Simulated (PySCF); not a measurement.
Input of a response calculation (the driver script's job line, then coordinates in Å):

```
{"job": {"kind": "uv", "xc": "CAM-B3LYP", "basis": "def2-SVPD", "nstates": 8, "ntriplets": 3}, "charge": 0, "multiplicity": 1}
C     -2.219133     0.424054     0.028378
C     -1.270055    -0.697780     0.416586
O      0.064347    -0.373963     0.004467
C      1.028614    -0.297726     0.922034
O      0.873342    -0.534327     2.094578
Si     2.658338     0.256486     0.071535
F      2.451371     1.815570    -0.271473
H     -3.235668     0.149082     0.296091
H     -2.169358     0.602564    -1.042773
H     -1.952152     1.341593     0.547322
H     -1.265946    -0.858950     1.499400
H     -1.540376    -1.629135    -0.089955
H      2.803373    -0.397399    -1.216939
H      3.772623     0.199457     0.998607
```

Computed, not measured: TDDFT CAM-B3LYP/def2-SVPD, vertical, gas phase, core orbitals frozen in the response in PySCF 2.14.0, density-fitted response routines. Job line and output are in the format of a driver script around the code.

(1) What does the script print for it?

Answers

(1) 
```
coarse grid: 12480 points
cycle   1  E = -657.5957221222  dE =  8.990e-01  |g| = 9.984e-01  |ddm| = 4.973e+00
cycle   2  E = -657.3653395575  dE =  2.304e-01  |g| = 1.548e+00  |ddm| = 2.702e+00
cycle   3  E = -657.7847360905  dE = -4.194e-01  |g| = 1.893e-01  |ddm| = 1.692e+00
cycle   4  E = -657.7901762076  dE = -5.440e-03  |g| = 8.702e-02  |ddm| = 2.306e-01
cycle   5  E = -657.7915135198  dE = -1.337e-03  |g| = 1.206e-02  |ddm| = 8.963e-02
cycle   6  E = -657.7915458424  dE = -3.232e-05  |g| = 4.160e-03  |ddm| = 2.414e-02
cycle   7  E = -657.7915502483  dE = -4.406e-06  |g| = 9.107e-04  |ddm| = 7.849e-03
final grid: 117176 points
cycle   8  E = -657.8983611654  dE = -2.764e-05  |g| = 3.195e-03  |ddm| = 5.696e-02
cycle   9  E = -657.8983612851  dE = -1.197e-07  |g| = 3.343e-03  |ddm| = 9.674e-03
cycle  10  E = -657.8983634679  dE = -2.183e-06  |g| = 4.391e-04  |ddm| = 3.746e-03
cycle  11  E = -657.8983634971  dE = -2.916e-08  |g| = 2.169e-04  |ddm| = 6.089e-04
cycle  12  E = -657.8983635056  dE = -8.569e-09  |g| = 8.130e-05  |ddm| = 3.443e-04
cycle  13  E = -657.8983635070  dE = -1.345e-09  |g| = 2.199e-05  |ddm| = 8.520e-05
cycle  14  E = -657.8983635071  dE = -1.344e-10  |g| = 5.887e-06  |ddm| = 4.015e-05
converged SCF energy = -657.8983635071

Static polarisability (au): isotropic 68.737, principal 56.921 66.867 82.423

Singlet excitations
state   eV       nm        f      main configurations
  1   4.8771    254.2   0.00336   H->L 0.88
  2   7.1765    172.8   0.07316   H-1->L 0.87
  3   7.3083    169.6   0.00992   H-2->L 0.51, H-4->L 0.16
  4   7.5491    164.2   0.00392   H->L+3 0.32, H-2->L 0.19, H->L+4 0.11
  5   7.7688    159.6   0.02073   H->L+1 0.60, H-3->L 0.16, H->L+4 0.08
  6   7.8493    158.0   0.01211   H-3->L 0.58, H->L+1 0.10, H-4->L 0.09
  7   8.3654    148.2   0.15711   H->L+3 0.32, H->L+4 0.31, H->L+2 0.17
  8   8.5522    145.0   0.00484   H-4->L 0.43, H-2->L 0.14, H-5->L 0.09

Triplet excitations (Tamm-Dancoff, eV): 4.2299 5.3832 6.8545
```

The structure is a single GFN2-xTB conformer in the gas phase; no vibrational or solvent corrections. GFN2-xTB frequencies show an imaginary mode (23i cm⁻¹), so this geometry is no minimum at that level.

The SCF starts on a coarse grid; the energy jumps when the final grid takes over, and dE counts afresh there. H and L stand for HOMO and LUMO.

Conformer computed: `[CH3:1][CH2:2][O:3][C:4](=[O:5])[SiH2:6][F:7]`: C1–C2–O3–C4 121°, C2–O3–C4–O5 3°, O3–C4–Si6–F7 73°.
